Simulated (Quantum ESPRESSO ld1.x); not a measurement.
Values are calculated unless marked as measured or tabulated.
Ta II, configuration [Xe] 4f13 5d4 6s1 (not the ground configuration). Level of theory: non-relativistic Kohn-Sham, LDA (Slater exchange, Perdew-Wang correlation), spin-polarised, spherical densities, point nucleus; open shells are filled with parallel spins first; relativity is left out, which matters for an element this heavy (ld1.x of Quantum ESPRESSO 7.5).

X-ray form factor f0, the Fourier transform of the density (f0(0) = 72):

| sin(theta)/lambda (1/angstrom) | f0 (electrons) |
|---|---|
| 0.05 | 71.012 |
| 0.1 | 68.425 |
| 0.15 | 64.993 |
| 0.2 | 61.307 |
| 0.25 | 57.655 |
| 0.3 | 54.161 |
| 0.4 | 47.829 |
| 0.5 | 42.433 |
| 0.6 | 37.830 |
| 0.8 | 30.321 |
| 1 | 24.599 |
| 1.25 | 19.705 |
| 1.5 | 16.706 |
| 2 | 13.130 |
